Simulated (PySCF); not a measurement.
## Cu²⁺ (copper, charge +2) across methods

[Ar] 3d8 4s1, high-spin 4F determinant (an excited configuration). Computed with PySCF 2.14 in aug-cc-pVDZ-PP with ECP10MDF, with scalar relativity through the core potential.

```json
{"method": "wB97M-V", "E (hartree)": "-195.8333", "mean ε 3d α (eV)": "-43.505", "mean ε 3d β (eV)": "-41.441", "mean ε 4s α (eV)": "-28.208", "Σ⟨r²⟩ (bohr²)": "18.41", "⟨S²⟩": "3.751"}
{"method": "revPBE", "E (hartree)": "-196.0187", "mean ε 3d α (eV)": "-37.969", "mean ε 3d β (eV)": "-35.821", "mean ε 4s α (eV)": "-25.173", "Σ⟨r²⟩ (bohr²)": "18.42", "⟨S²⟩": "3.750"}
{"method": "LDA", "E (hartree)": "-195.5467", "mean ε 3d α (eV)": "-38.307", "mean ε 3d β (eV)": "-35.775", "mean ε 4s α (eV)": "-25.681", "Σ⟨r²⟩ (bohr²)": "18.46", "⟨S²⟩": "3.750"}
{"method": "UHF", "E (hartree)": "-195.07330", "mean ε 3d α (eV)": "-49.818", "mean ε 3d β (eV)": "-46.800", "mean ε 4s α (eV)": "-28.215", "Σ⟨r²⟩ (bohr²)": "18.40", "⟨S²⟩": "3.752"}
{"method": "PBE", "E (hartree)": "-195.9571", "mean ε 3d α (eV)": "-38.043", "mean ε 3d β (eV)": "-35.846", "mean ε 4s α (eV)": "-25.294", "Σ⟨r²⟩ (bohr²)": "18.42", "⟨S²⟩": "3.750"}
{"method": "PBE0", "E (hartree)": "-195.9292", "mean ε 3d α (eV)": "-41.233", "mean ε 3d β (eV)": "-38.846", "mean ε 4s α (eV)": "-26.146", "Σ⟨r²⟩ (bohr²)": "18.36", "⟨S²⟩": "3.750"}
{"method": "LC-wPBE", "E (hartree)": "-195.9928", "mean ε 3d α (eV)": "-43.521", "mean ε 3d β (eV)": "-41.297", "mean ε 4s α (eV)": "-28.868", "Σ⟨r²⟩ (bohr²)": "18.39", "⟨S²⟩": "3.750"}
{"method": "r2SCAN", "E (hartree)": "-195.8963", "mean ε 3d α (eV)": "-38.490", "mean ε 3d β (eV)": "-36.273", "mean ε 4s α (eV)": "-25.655", "Σ⟨r²⟩ (bohr²)": "18.34", "⟨S²⟩": "3.751"}
```

Estimate the same row for BLYP.

E (hartree) = -195.9433; mean ε 3d α (eV) = -37.885; mean ε 3d β (eV) = -35.908; mean ε 4s α (eV) = -25.334; Σ⟨r²⟩ (bohr²) = 18.43; ⟨S²⟩ = 3.750.

Energies and moments cover only the electrons outside the core potential.
